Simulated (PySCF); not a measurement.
Zn(Et)(SiH3) (C2H8SiZn), SMILES C[CH2][Zn][SiH3]. Heavy atoms are numbered as in [Zn:1]([CH2:2][CH3:3])[SiH3:9]. Hydrogens are named by the atom that carries them.

Geometry: TPSSh-D3(BJ)/def2-SVP. The structure was generated by enumeration; whether it is a known compound was not checked. One conformer was computed; it need not be the lowest.

The numbers are results of PySCF with PBE/pcSseg-1, not measurements.

GIAO shieldings, no solvent; atoms alike by connectivity are averaged. δ = σ(ref) − σ: ¹³C against TMS (σ = 182.0 ppm); ¹H against TMS (σ = 31.49 ppm); ²⁹Si against TMS (σ = 335.4 ppm), references at their B3LYP-D3(BJ)/def2-TZVP geometries, non-relativistic.

Computed chemical shifts:
```
nucleus       atoms  count  δ (ppm)
-------  ----------  -----  -------
¹³C        C2 (CH2)      1     17.7
¹³C        C3 (CH3)      1     14.4
¹H         H on Si9      3     3.19
¹H          H on C3      3     1.57
¹H          H on C2      2     0.99
²⁹Si     Si9 (SiH3)      1   -146.3
```
